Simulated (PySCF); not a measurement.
4-tert-butylpyridine, SMILES CC(C)(C)c1ccncc1 (C₉H₁₃N), GFN2-xTB optimised geometry.

```
23

C      2.47    -1.27    -0.01
C      0.96    -1.48     0.00
C      0.57    -2.27    -1.25
C      0.58    -2.27     1.26
C      0.19    -0.16     0.00
C      0.81     1.08     0.00
C      0.03     2.23     0.00
N     -1.29     2.22     0.00
C     -1.89     1.04     0.00
C     -1.20    -0.16     0.00
H      2.79    -0.73    -0.90
H      2.80    -0.73     0.88
H      2.97    -2.24    -0.01
H     -0.49    -2.50    -1.27
H      1.12    -3.21    -1.28
H      0.81    -1.70    -2.15
H      1.12    -3.21     1.29
H     -0.49    -2.49     1.29
H      0.83    -1.70     2.15
H      1.88     1.18     0.00
H      0.49     3.21     0.00
H     -2.97     1.06     0.00
H     -1.76    -1.09     0.00
```

Density from B3LYP/def2-SVP in PySCF at that geometry.

Minimum of the electron density along straight lines between bonded atoms, close to the bond critical point (lines longer than 1.1 times the sum of covalent radii, or with two minima, are not listed):

| bond | length / Å | ρ at the minimum / e bohr⁻³ | ∇²ρ there / e bohr⁻⁵ | position (fraction from the first atom) |
|---|---|---|---|---|
| C1–C2 | 1.531 | 0.245 | -0.56 | 0.50 |
| C2–C3 | 1.535 | 0.242 | -0.55 | 0.50 |
| C2–C4 | 1.535 | 0.242 | -0.55 | 0.50 |
| C2–C5 | 1.518 | 0.252 | -0.59 | 0.49 |
| C5–C6 | 1.391 | 0.310 | -0.79 | 0.50 |
| C6–C7 | 1.387 | 0.315 | -0.82 | 0.50 |
| C7–N8 | 1.320 | 0.354 | -1.03 | 0.35 |
| N8–C9 | 1.323 | 0.353 | -1.04 | 0.65 |
| C5–C10 | 1.394 | 0.309 | -0.79 | 0.50 |
| C9–C10 | 1.383 | 0.317 | -0.83 | 0.50 |
| C1–H11 | 1.088 | 0.278 | -1.02 | 0.62 |
| C1–H12 | 1.088 | 0.278 | -1.02 | 0.62 |
| C1–H13 | 1.088 | 0.277 | -1.01 | 0.62 |
| C3–H14 | 1.087 | 0.278 | -1.02 | 0.62 |
| C3–H15 | 1.088 | 0.277 | -1.01 | 0.62 |
| C3–H16 | 1.088 | 0.278 | -1.02 | 0.62 |
| C4–H17 | 1.088 | 0.277 | -1.01 | 0.62 |
| C4–H18 | 1.087 | 0.278 | -1.02 | 0.62 |
| C4–H19 | 1.088 | 0.278 | -1.02 | 0.62 |
| C6–H20 | 1.077 | 0.286 | -1.09 | 0.63 |
| C7–H21 | 1.083 | 0.287 | -1.12 | 0.64 |
| C9–H22 | 1.083 | 0.287 | -1.12 | 0.64 |
| C10–H23 | 1.079 | 0.284 | -1.08 | 0.63 |
